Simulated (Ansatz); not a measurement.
Reaction (cleavage of the Ge–Ge bond): `[GeH3][GeH2][GeH2][GeH2][GeH3]` + `[SiH3]N[SiH3]` → `[SiH3][N]([SiH3])[GeH3]` + `[GeH3][GeH2][GeH2][GeH3]`

Computed with Ansatz on PBE0-D4/def2-TZVP structures; ΔE is electronic, products minus reactants. CCSD(T)/CBS adds triple-zeta CCSD(T) − MP2 to the extrapolated MP2 energy (def2 sets, frozen cores). This one scheme is used for every species. DFT in def2-TZVPP. B3LYP here is the variant with VWN-RPA as its local correlation; programs differ in this. For Ge outer-core shells are correlated without core-valence functions, which leaves a few kJ/mol of doubt a bond. Scalar relativity is left out up to krypton. Each species was taken in one conformer, which may not be the lowest.

```csv
level,ΔE (kJ/mol),difference from CCSD(T)/CBS
revPBE-D4,32.5,5.6
PBE0-D4,35.5,8.6
B3LYP-D4,30.8,3.9
r2SCAN0-D4,31.5,4.6
BHLYP-D4,27.3,0.4
CAM-B3LYP-D4,27.0,0.1
B2PLYP,27.1,0.2
revPBE,37.7,10.8
BLYP,33.7,6.8
r2SCAN,30.6,3.7
B3LYP,31.8,4.9
r2SCANh,30.9,4.0
RPA@PBE/def2-TZVPP,20.0,-6.9
MP2/def2-SVP,17.1,-9.8
MP2/def2-QZVPP,24.5,-2.4
CCSD/CBS(def2),27.0,0.1
CCSD(T)/CBS,26.9,0
```

Largest T1 diagnostic among the species: 0.012.

Leaving LDA and LC-ωPBE aside and taking each functional with its dispersion term where it has one, the values, not all of them listed here, spread over 16.2 kJ/mol, from B97M-V to PBE-D4. In def2-TZVPP, CCSD(T) changes the Hartree–Fock value by +7.5 kJ/mol (the triples alone add −0.1 kJ/mol) and MP2 by +7.1 kJ/mol.
